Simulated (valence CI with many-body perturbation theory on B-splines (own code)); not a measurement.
# Ladder of approximations for Pm46+

Calculated by relativistic CI+MBPT: five valence electrons over a frozen Dirac-Fock core [Ne], radial functions for each j: 9 s, 9 p, 8 d, 6 f, 3 g, 1 h, with the one-electron correlation potential Σ1, the two-electron term Σ2, the three-electron term Σ3, Breit, model QED; selected CI, second order for the rest (own B-spline code, finite nucleus).

No measured spectrum was set against this ion. As an estimate, large intervals hold to a few tenths of a per cent, small ones and those within an open d or f shell to about a per cent. Among the levels kept, up to 580 cm⁻¹ of a level comes from second order outside the variational space, and about a tenth of that is noise between levels of different J, which matters for small intervals.

Each rung adds one term. CI alone is the Dirac-Coulomb CI over the frozen core; QED comes last and gives the full result, which names the levels. Energies are above (3s^2 3p1/2^2 3p3/2) J=3/2 on the same rung, in × 10³ cm⁻¹.

Levels are named by their leading jj configuration (3d3/2^4 stands for four electrons in 3d with j = 3/2), which in mixed levels can hold well under half, so a name can repeat and another be missing. Letters in brackets count levels of one name in rising energy.

```
                             Level  CI alone
        (3s^2 3p1/2 3p3/2^2) J=3/2    1069.5
        (3s^2 3p1/2 3p3/2^2) J=5/2    1149.3
        (3s^2 3p1/2 3p3/2^2) J=1/2    1242.4
        (3s^2 3p1/2^2 3d3/2) J=3/2    1452.8
        (3s^2 3p1/2^2 3d5/2) J=5/2    1785.6
        (3s 3p1/2^2 3p3/2^2) J=5/2    2128.9
        (3s 3p1/2^2 3p3/2^2) J=1/2    2311.4
        (3s 3p1/2^2 3p3/2^2) J=3/2    2314.3
              (3s^2 3p3/2^3) J=3/2    2324.4
(3s^2 3p1/2 3p3/2 3d3/2) J=5/2 [a]    2515.0
(3s^2 3p1/2 3p3/2 3d3/2) J=3/2 [a]    2528.4
(3s^2 3p1/2 3p3/2 3d3/2) J=1/2 [a]    2529.0
    (3s^2 3p1/2 3p3/2 3d3/2) J=7/2    2594.5
(3s^2 3p1/2 3p3/2 3d3/2) J=5/2 [b]    2779.6
(3s^2 3p1/2 3p3/2 3d5/2) J=7/2 [a]    2785.5
(3s^2 3p1/2 3p3/2 3d5/2) J=3/2 [a]    2829.5
```

(1) What do these energies become with core correlation, Breit and QED?

(2) How does the ionisation energy move along the ladder, and which term matters most?

Answers

(1) (3s^2 3p1/2 3p3/2^2) J=3/2 1058.6 (-10.87); (3s^2 3p1/2 3p3/2^2) J=5/2 1135.3 (-13.97); (3s^2 3p1/2 3p3/2^2) J=1/2 1231.0 (-11.45); (3s^2 3p1/2^2 3d3/2) J=3/2 1440.8 (-12.04); (3s^2 3p1/2^2 3d5/2) J=5/2 1764.9 (-20.70); (3s 3p1/2^2 3p3/2^2) J=5/2 2110.2 (-18.70); (3s 3p1/2^2 3p3/2^2) J=1/2 2294.2 (-17.20); (3s 3p1/2^2 3p3/2^2) J=3/2 2294.9 (-19.33); (3s^2 3p3/2^3) J=3/2 2301.2 (-23.26); (3s^2 3p1/2 3p3/2 3d3/2) J=5/2 [a] 2489.5 (-25.47); (3s^2 3p1/2 3p3/2 3d3/2) J=3/2 [a] 2504.1 (-24.31); (3s^2 3p1/2 3p3/2 3d3/2) J=1/2 [a] 2506.7 (-22.29); (3s^2 3p1/2 3p3/2 3d3/2) J=7/2 2565.9 (-28.67); (3s^2 3p1/2 3p3/2 3d3/2) J=5/2 [b] 2749.2 (-30.37); (3s^2 3p1/2 3p3/2 3d5/2) J=7/2 [a] 2754.8 (-30.75); (3s^2 3p1/2 3p3/2 3d5/2) J=3/2 [a] 2799.2 (-30.32).

(2) CI alone 3820.1, + Σ1 3821.0, + Σ2 3821.1, + Σ3 3820.7, + Breit 3818.0, + QED 3817.8 eV. The largest step is Breit, -2.7 eV. NIST lists 3816 ± 4 eV (theoretical).
